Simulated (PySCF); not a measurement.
Ca(F)2 anion (CaF2), SMILES [F][Ca][F] (connectivity only; charge and spin as stated), charge -1, multiplicity 2. Atoms are numbered in the order given.

```xyz
3

Ca     0.0000     0.0000     0.0000
F      0.0000     0.0000    -2.0877
F      0.0000     0.0000     2.0877
```
Charge -1, spin multiplicity 2.

The structure is a stationary point at ωB97X-D3(BJ)/def2-TZVPD. The geometry has at least one imaginary mode, so it is a saddle point at that level. The spin state was assumed, not searched. The isomer is the one that the SMILES or the coordinates give; other isomers of the formula were not compared.

Calculation: ωB97X-D3(BJ)/def2-TZVPD in PySCF 2.14.0.

Frequencies are harmonic and unscaled.

Modes within 1.5 cm⁻¹ of each other (mostly degenerate sets) share a row, with their intensities summed.

```csv
mode,ν (cm⁻¹),IR (km/mol),moving atoms (share of kinetic energy)
1–2,184i,846.8,"F 51 %, Ca 49 %"
3,408,0.0,F 100 %
4,500,124.9,"F 51 %, Ca 49 %"
```
